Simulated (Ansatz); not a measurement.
Cost and result for the atomization energy of `C/C(S)=C\[SeH]` (11 atoms, 10 bonds).

```xyz
11

C     1.076   -0.054   -0.383
C    -0.312   -0.427    0.009
S    -0.923   -1.989   -0.545
C    -1.181    0.359    0.646
Se   -0.935    2.176    1.130
H     1.122    0.238   -1.437
H     1.754   -0.902   -0.258
H     1.444    0.773    0.227
H     0.194   -2.699   -0.305
H    -2.158   -0.018    0.925
H    -0.081    2.544   -0.006
```

Charge 0, multiplicity 1. Correlated methods include outer-core shells of Se, which these sets cover unevenly. Scalar relativity is left out up to krypton. Geometry: relaxed with PBE0-D4/def2-TZVP. It is one conformer, not always the lowest. Program: Ansatz. All runs use 4 threads of an AMD EPYC 9R45 on a shared host. Times are those of one run each, without the atoms' runs, and a repeat can differ threefold. Electronic energies, without spin–orbit coupling; frozen cores. CCSD(T)/CBS adds CCSD(T) − MP2 in def2-TZVPP to the MP2 limit, and its time is that of the two runs behind it. T1 = 0.011. With those shells the extrapolation isn't a true limit. B3LYP takes the VWN-RPA correlation (the form of Gaussian; ORCA's B3LYP/G).

CCSD(T)/CBS is a level of theory with its own doubt, some kJ/mol a heavy atom from the limit and from the frozen cores, so smaller differences don't rank the functionals.

```json
{"level": "PBE-D4/def2-TZVPP (with forces)", "functions": "267", "wall time": "1.4 s", "atomization (kJ/mol)": "4140.3", "difference from CCSD(T)/CBS": "115.1", "per bond": "11.5"}
{"level": "PBE0-D4/def2-TZVPP", "functions": "267", "wall time": "1.7 s", "atomization (kJ/mol)": "4060.7", "difference from CCSD(T)/CBS": "35.5", "per bond": "3.5"}
{"level": "r2SCAN-D4/def2-TZVPP (with forces)", "functions": "267", "wall time": "2.3 s", "atomization (kJ/mol)": "4046.1", "difference from CCSD(T)/CBS": "20.9", "per bond": "2.1"}
{"level": "B3LYP-D4/def2-TZVPP (with forces)", "functions": "267", "wall time": "2.8 s", "atomization (kJ/mol)": "4021.7", "difference from CCSD(T)/CBS": "-3.5", "per bond": "-0.3"}
{"level": "B2PLYP/def2-TZVPP", "functions": "267", "wall time": "3.3 s", "atomization (kJ/mol)": "3971.8", "difference from CCSD(T)/CBS": "-53.4", "per bond": "-5.3"}
{"level": "ωB97X-V/def2-TZVPP", "functions": "267", "wall time": "3.8 s", "atomization (kJ/mol)": "4028.9", "difference from CCSD(T)/CBS": "3.7", "per bond": "0.4"}
{"level": "ωB97M-V/def2-TZVPP (with forces)", "functions": "267", "wall time": "6 s", "atomization (kJ/mol)": "4029.1", "difference from CCSD(T)/CBS": "3.9", "per bond": "0.4"}
{"level": "MP2/def2-QZVPP", "functions": "510", "wall time": "18 s", "atomization (kJ/mol)": "4044.8", "difference from CCSD(T)/CBS": "19.6", "per bond": "2.0"}
{"level": "CCSD(T)/def2-TZVPP", "functions": "267", "wall time": "100 s", "atomization (kJ/mol)": "3919.1", "difference from CCSD(T)/CBS": "-106.1", "per bond": "-10.6"}
{"level": "CCSD(T)/CBS(def2)", "functions": "–", "wall time": "2 min", "atomization (kJ/mol)": "4025.2", "difference from CCSD(T)/CBS": "0.0", "per bond": "0.0"}
```

From PBE to PBE0 (25 % exact exchange), in def2-TZVPP and without D4, the atomization energy moves by −75.3 kJ/mol: exact exchange takes away binding that semilocal exchange gives to molecules. The D4 term adds +46.8 kJ/mol with B3LYP and +24.6 kJ/mol with PBE0; it sums over pairs of atoms, weighted by their polarisabilities, and B3LYP, whose exchange is more repulsive, gets the larger term. In def2-TZVPP, CCSD(T) changes the Hartree–Fock value by +1056.2 kJ/mol (the triples alone add +75.0 kJ/mol) and MP2 by +1120.1 kJ/mol; breaking electron pairs costs correlation energy, which Hartree–Fock lacks.
